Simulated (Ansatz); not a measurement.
`[SiH3]N([SiH3])[SiH2]Cl` → HCl + `[SiH]N([SiH3])[SiH3]` at 600 K and 1 bar (silylene formation by 1,1-elimination).

Calculated with Ansatz (gas phase, PBE0-D4/def2-TZVP geometries, no zero-point term in ΔE). CBS: MP2 limit from def2 TZ/QZ plus the TZ coupled-cluster correction, frozen cores. This one scheme is used for every species. Each species was taken in one conformer, which may not be the lowest.

```
                  species  CCSD(T)/CBS energy (Eh)  H − E (kJ/mol)  S (J/(mol·K))
`[SiH3]N([SiH3])[SiH2]Cl`              -1386.64781           281.1          529.3
                      HCl               -460.38127            35.4          207.2
   `[SiH]N([SiH3])[SiH3]`               -926.15926           235.9          451.5
```

H − E and S are ideal-gas, rigid-rotor, harmonic terms from PBE0-D4/def2-TZVP, for one conformer and one mirror image of each species. 1 Eh = 2625.50 kJ/mol, R = 8.31446 J/(mol·K).

Problem. By hand: ΔE, ΔH, ΔS and ΔG.

Solution. ΔE = (-460.38127) + (-926.15926) − (-1386.64781) = 0.10728 Eh = 281.7 kJ/mol. Δ(H − E) = 35.4 + 235.9 − 281.1 = -9.8, so ΔH = 271.9 kJ/mol. ΔS = 207.2 + 451.5 − 529.3 = 129.4 J/(mol·K). ΔG = 271.9 − 600 × (129.4)/1000 = 194.3 kJ/mol.

Problem. By hand: the equilibrium constant, and the temperature at which ΔG would vanish if ΔH and ΔS stayed fixed.

Solution. log₁₀ K = −ΔG/(RT ln 10) = -16.9. ΔG = 0 at ΔH/ΔS = 2101 K.

The number of gas molecules changes by +1, which sets the sign of ΔS. A doubt of 5 kJ/mol in ΔE shifts log₁₀ K by 0.4 here. Other conformers and mirror images would add mixing entropy, several J/(mol·K) or more a flexible species. Modes under 60 cm⁻¹, often nearly free rotors, make the harmonic entropy too high. These are equilibria of isolated gas molecules and say nothing of rates. Largest T1 diagnostic: 0.014 (customary marks: 0.02 for closed shells, 0.045 for open ones).
